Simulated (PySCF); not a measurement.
These are PBE-D3(BJ)/def2-TZVP // PBE0-D3(BJ)/def2-TZVP (PySCF) values and carry that method's errors. All species are isolated molecules in the gas phase. 

Reference species (SMILES): `F[C]F` (excited triplet) (neutral, multiplicity 3).

```
Quantity                         Result
-----------------------------  --------
dipole moment                    0.16 D
highest occupied spin orbital  -4.30 eV
```

Changed species: `C([C]F)#C` (triplet; the order of the spin states depends on the level) (X = ethynyl, multiplicity 3; the reference has X = fluoro, multiplicity 3).

**Question.** Give the shifts of the dipole moment and highest occupied spin orbital.

**Answer.** the dipole moment rises by 1.00 D, to 1.16 D; the highest occupied spin orbital decreases by 0.66 eV, to -4.96 eV.
